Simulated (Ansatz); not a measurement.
Input for Ansatz (development build ahead of 0.2.0):

```yaml
crystal:
  periodic: [false, false, false]
  atoms:
    - { symbol: Fe, position_ang: [0.0, 0.0, 0.0] }
    - { symbol: H, position_ang: [0.0, 0.0, 1.606] }
basis:
  gaussian: { orbitals: pcseg-2 }
magnetization:
  spin_polarized: true
  initial_magnetization: 3
hamiltonian:
  xc: hf
```

The input is written out in the form of the current development build from the run's settings.

Results

```json
{
  "Converged": "yes",
  "Total energy": "-1262.96748 hartree",
  "Spin squared of the determinant": "4.740",
  "Stability test": "minimum"
}
```

Caution: another spin multiplicity may lie lower; the unrestricted determinant is a mixture of spin states.
